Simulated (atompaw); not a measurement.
Which change was made? (Re, PAW (atompaw))

rhenium, PAW, made with atompaw 4.2.0.5 (PBE, scalar-relativistic). Core [Xe] 4f14, reference 5d5 6s2 6p0. Waves: 6s (bound): rc 3.00 bohr; 6s channel at 0.05 Ry: rc 3.00 bohr; 6p (bound, empty): rc 3.00 bohr; 6p channel at 0.5 Ry: rc 3.00 bohr; 5d (bound): rc 2.45 bohr; 5d channel at -0.05 Ry: rc 3.00 bohr. Local part: bessel scheme, radius 2.40 bohr. Core correction: smooth core density matched at 1.55 bohr. Augmentation charge: sinc compensation charge, radius 2.95 bohr; PAW radius 3.00 bohr; waves and projectors: custom polynom2 7 10 vanderbiltortho.

Cutoffs, loose and tight: the cutoffs (Ry, on a coarse ladder) from which the occupation-weighted sum of valence levels, in a spherical-Bessel basis at the reference potential, stays within 10 and 1 mRy of its value at 400 Ry. They see the waves, projectors and local potential, not the compensation charge or the core.

The base gives: outcome: generated; cutoff, loose: 30 Ry; cutoff, tight: 55 Ry; bound ghosts: none.

After one change the result is: outcome: generated; cutoff, loose: 25 Ry; cutoff, tight: 40 Ry; bound ghosts: none. Which change was it?
A. all radii scaled by about 0.75 (s 2.26, p 2.26, d 1.84 bohr); local potential bessel scheme, radius 1.82 bohr; augmentation sinc compensation charge, radius 2.22 bohr; PAW radius 2.26 bohr; waves and projectors: custom polynom2 7 10 vanderbiltortho; core correction smooth core density matched at 1.16 bohr
B. all radii scaled by about 1.29 (s 3.88, p 3.88, d 3.18 bohr); local potential bessel scheme, radius 3.12 bohr; augmentation sinc compensation charge, radius 3.82 bohr; PAW radius 3.88 bohr; waves and projectors: custom polynom2 7 10 vanderbiltortho; core correction smooth core density matched at 2.00 bohr
C. all radii scaled by about 0.96 (s 2.88, p 2.88, d 2.36 bohr); local potential bessel scheme, radius 2.30 bohr; augmentation sinc compensation charge, radius 2.84 bohr; PAW radius 2.88 bohr; waves and projectors: custom polynom2 7 10 vanderbiltortho; core correction smooth core density matched at 1.48 bohr
D. all radii scaled by about 0.86 (s 2.58, p 2.58, d 2.12 bohr); local potential bessel scheme, radius 2.06 bohr; augmentation sinc compensation charge, radius 2.54 bohr; PAW radius 2.58 bohr; waves and projectors: custom polynom2 7 10 vanderbiltortho; core correction smooth core density matched at 1.34 bohr

C. The others give: all radii scaled by about 0.75 (s 2.26, p 2.26, d 1.84 bohr); local potential bessel scheme, radius 1.82 bohr; augmentation sinc compensation charge, radius 2.22 bohr; PAW radius 2.26 bohr; waves and projectors: custom polynom2 7 10 vanderbiltortho; core correction smooth core density matched at 1.16 bohr → outcome: generated; cutoff, loose: 21 Ry; cutoff, tight: 35 Ry; bound ghosts: s, p | all radii scaled by about 1.29 (s 3.88, p 3.88, d 3.18 bohr); local potential bessel scheme, radius 3.12 bohr; augmentation sinc compensation charge, radius 3.82 bohr; PAW radius 3.88 bohr; waves and projectors: custom polynom2 7 10 vanderbiltortho; core correction smooth core density matched at 2.00 bohr → outcome: generated; cutoff, loose: 18 Ry; cutoff, tight: 35 Ry; bound ghosts: none | all radii scaled by about 0.86 (s 2.58, p 2.58, d 2.12 bohr); local potential bessel scheme, radius 2.06 bohr; augmentation sinc compensation charge, radius 2.54 bohr; PAW radius 2.58 bohr; waves and projectors: custom polynom2 7 10 vanderbiltortho; core correction smooth core density matched at 1.34 bohr → outcome: generated; cutoff, loose: 21 Ry; cutoff, tight: 25 Ry; bound ghosts: none.
